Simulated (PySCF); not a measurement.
3-methylbut-1-ene (C₅H₁₀), SMILES C=CC(C)C.

Geometry optimised at PBE-D3(BJ)/def2-SVP. One conformer was computed; it need not be the lowest.

The numbers are results of PBE-D3(BJ)/def2-SVP run with PySCF 2.14.0, not measurements.

No scaling factor is applied to the harmonic values.

Computed vibrational spectrum:
```tsv
mode	ν (cm⁻¹)	IR (km/mol)	moving atoms (share of kinetic energy)
1	115	0.1	C 59 %, H 41 %
2	241	0.0	H 97 %
3	268	0.1	H 77 %, C 23 %
4	286	0.1	H 54 %, C 46 %
5	343	0.2	H 51 %, C 49 %
6	372	0.8	C 50 %, H 50 %
7	524	1.1	C 59 %, H 41 %
8	654	6.1	H 58 %, C 42 %
9	777	1.7	C 62 %, H 38 %
10	893	16.0	H 78 %, C 22 %
11	894	19.8	H 80 %, C 20 %
12	911	1.4	H 54 %, C 46 %
13	939	0.5	H 71 %, C 29 %
14	997	6.0	H 81 %, C 19 %
15	1005	9.0	H 74 %, C 26 %
16	1067	2.8	H 61 %, C 39 %
17	1123	3.1	C 55 %, H 45 %
18	1164	0.6	H 56 %, C 44 %
19	1253	1.5	H 77 %, C 23 %
20	1280	0.7	H 70 %, C 30 %
21	1305	2.2	H 68 %, C 32 %
22	1335	4.7	H 72 %, C 28 %
23	1348	4.8	H 73 %, C 27 %
24	1379	5.0	H 85 %, C 15 %
25	1409	1.7	H 97 %
26	1415	1.3	H 95 %
27	1424	8.2	H 96 %
28	1437	5.5	H 92 %
29	1670	13.8	C 88 %, H 12 %
30	2925	17.7	H 92 %
31	2964	28.2	H 97 %
32	2969	16.5	H 97 %
33	3053	2.3	H 91 %, C 9 %
34	3054	9.7	H 91 %, C 9 %
35	3057	35.6	H 91 %, C 9 %
36	3058	33.4	H 91 %, C 9 %
37	3064	20.3	H 91 %, C 9 %
38	3080	4.1	H 94 %
39	3170	10.0	H 89 %, C 11 %
```
